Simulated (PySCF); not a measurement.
**Computed spin Hamiltonian**

C₅H₈FO₂S (doublet state).
Numbering: `[O:1]=[S:2]1(=[O:3])[CH2:4][CH:5][CH2:6][C@@H:7]1[CH2:8][F:9]` (hydrogens: H10, H11 on C4; H12 on C5; H13, H14 on C6; H15 on C7; H16, H17 on C8)

Cartesian coordinates in Å at the GFN2-xTB level; atoms count from 1:
```xyz
17
C5H8FO2S angstrom
O     -2.0703   -1.4629    0.0779
S     -0.9790   -0.8823   -0.6537
O     -0.5783   -1.5358   -1.8707
C     -1.2223    0.9724   -0.7987
C     -0.9485    1.3313    0.5687
C      0.2052    0.6296    1.2063
C      0.4682   -0.7056    0.5017
C      1.7369   -0.7482   -0.3233
F      1.8458    0.3881   -1.0872
H     -0.4482    1.2313   -1.5201
H     -2.2101    1.2223   -1.1643
H     -1.7037    1.7747    1.1914
H      0.0074    0.4807    2.2686
H      1.1077    1.2530    1.1297
H      0.4334   -1.5572    1.1762
H      2.6344   -0.7856    0.3051
H      1.7143   -1.5937   -1.0174
```

The hyperfine couplings belong to this conformer and change with its torsions.

The calculation used UKS B3LYP, pcH-1 on C F H O S, non-relativistic, mean-field spin-orbit, GIAO (PySCF 2.14.0). One conformer (not necessarily the lowest) at the GFN2-xTB geometry, without solvent, vibrations or thermal averaging. The geometry wasn't refined by DFT: couplings that depend on bond lengths, twists or pyramidal angles can differ widely from those at the functional's own minimum. Stability of the SCF solution: not tested.

| Quantity | Value |
| --- | --- |
| g1, g2, g3 | 2.00188, 2.00262, 2.00372 |
| g_iso | 2.00274 |
| Form of g | rhombic: the two nearest values differ by 41 % of g3 − g1 |
| ⟨S²⟩ | 0.7546 (exact 0.7500) |
| α and β electrons | 40, 39 |
| Total energy | -843.72227 Eh |

Hyperfine couplings atom by atom, in mT; T1 to T3 are the principal values of the dipolar part (MHz turned into mT with g_iso):

```
atom  isotope  a_iso  of which spin–orbit     T1     T2    T3  Mulliken spin population
  O1      17O  -0.05                 0.00  -0.30   0.13  0.17                      0.02
  S2      33S   2.26                 0.00  -0.24  -0.23  0.47                      0.05
  O3      17O  -0.06                 0.00  -0.46   0.23  0.23                      0.03
  C4      13C  -1.15                 0.00  -0.18   0.02  0.17                     -0.10
  C5      13C   3.93                -0.01  -2.74  -2.72  5.47                      0.97
  C6      13C  -1.03                 0.00  -0.08   0.02  0.06                     -0.08
  C7      13C   0.29                 0.00  -0.14  -0.07  0.21                      0.03
  C8      13C  -0.06                 0.00  -0.01  -0.01  0.02                      0.00
  F9      19F   0.21                 0.00  -0.09  -0.06  0.15                      0.00
 H10       1H   4.27                 0.00  -0.17  -0.14  0.30                      0.05
 H11       1H   0.30                 0.00  -0.17  -0.12  0.28                      0.00
 H12       1H  -1.90                 0.00  -1.31  -0.02  1.33                     -0.04
 H13       1H   0.94                 0.00  -0.16  -0.13  0.29                      0.01
 H14       1H   4.90                 0.00  -0.20  -0.13  0.33                      0.05
 H15       1H  -0.12                 0.00  -0.09  -0.05  0.14                      0.00
 H16       1H   0.00                 0.00  -0.04  -0.03  0.07                      0.00
 H17       1H   0.06                 0.00  -0.04  -0.03  0.07                      0.00
```

The largest Mulliken spin populations are on C5 (+0.97), C4 (-0.10) and C6 (-0.08). No atom but C5 exceeds +0.15. The positive populations add up to 1.22 and the negative ones to -0.22, together 2S = 1. The angles at C5 add up to 356.4°, so it is nearly planar; its axial dipolar tensor and the negative coupling of its proton fit spin in a p orbital normal to that plane.

Under fast tumbling the dipolar parts average out, and these isotropic splittings remain (the largest six): 1 × 1H (H14, I = 1/2, 2 lines) with 4.90 mT, 1 × 1H (H10, I = 1/2, 2 lines) with 4.27 mT, 1 × 1H (H12, I = 1/2, 2 lines) with 1.90 mT, 1 × 1H (H13, I = 1/2, 2 lines) with 0.94 mT, 1 × 1H (H11, I = 1/2, 2 lines) with 0.30 mT and 1 × 19F (F9, I = 1/2, 2 lines) with 0.21 mT.

The 13C coupling of C5 (110.3 MHz) shows only in satellite lines or after enrichment, since that isotope makes up about 1.07 % of natural carbon.

The 33S coupling of S2 (63.2 MHz) shows only in satellite lines or after enrichment, since that isotope makes up about 0.76 % of natural sulfur.

The spin density at the nucleus, in bohr⁻³, is negative for C4 (-0.0286), C6 (-0.0257) and H12 (-0.0119), for instance. A restricted open-shell determinant has no negative spin density anywhere; here it arises because α and β orbitals differ (spin polarisation).

Time: 2.2 min wall (with the writing of density and orbital grids); peak memory 1.0 GiB. Hardware: one thread, Arm Neoverse V1 (aarch64), no GPU, shared host.
